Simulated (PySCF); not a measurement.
CH₃BrOZn, SMILES [O](C)[Zn][Br].

The structure is a stationary point at PBE0-D3(BJ)/def2-SVP. The structure was generated by enumeration; whether it is a known compound was not checked. The values are those of a single conformer.

These are PBE0-D3(BJ)/def2-SVP (PySCF) values and carry that method's errors.

Frequencies are harmonic and unscaled.

Give all harmonic wavenumbers and intensities. (An estimate is asked for; the answer gives what the named calculation found.)


```csv
mode,ν (cm⁻¹),IR (km/mol),moving atoms (share of kinetic energy)
1,70,4.6,"Zn 43 %, C 28 %, H 14 %, Br 14 %"
2,80,5.2,"H 52 %, Zn 30 %"
3,135,20.6,"O 40 %, H 36 %, Zn 21 %"
4,212,15.9,"O 34 %, C 28 %, H 15 %, Zn 14 %, Br 8 %"
5,297,10.3,"Br 46 %, Zn 31 %, O 21 %"
6,618,56.4,"O 47 %, Zn 32 %, C 14 %"
7,1172,0.2,"H 77 %, C 19 %"
8,1178,130.4,"H 45 %, C 30 %, O 24 %"
9,1207,145.5,"O 35 %, H 34 %, C 31 %"
10,1474,2.0,H 96 %
11,1474,0.7,H 96 %
12,1481,52.1,"H 88 %, C 11 %"
13,2970,135.1,H 97 %
14,3032,73.5,"H 90 %, C 10 %"
15,3076,46.8,"H 91 %, C 9 %"
```
